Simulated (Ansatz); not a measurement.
Ansatz results at the PBE0-D4/def2-TZVP geometry: HOMO energy (ωB97M-V/def2-TZVPP) -9.23 eV; LUMO energy (ωB97M-V/def2-TZVPP) -0.53 eV; LUMO energy (PBE0/def2-TZVPP) -2.39 eV.

Each molecule was computed in one conformer, which needn't be the lowest.

Problem. Which molecule gave them?
A. `N=[CH][Ga]([F])[SiH3]`
B. `[F][Al]1[NH][SiH2]1`
C. `O[SiH](Cl)[GeH3]`
D. `[SeH][CH]1[CH2][GeH2]1`

Solution. A. The others give `O[SiH](Cl)[GeH3]`: -10.02, 1.42, -0.30; `[SeH][CH]1[CH2][GeH2]1`: -8.19, 1.60, -0.23; `[F][Al]1[NH][SiH2]1`: -8.90, 0.14, -1.56.
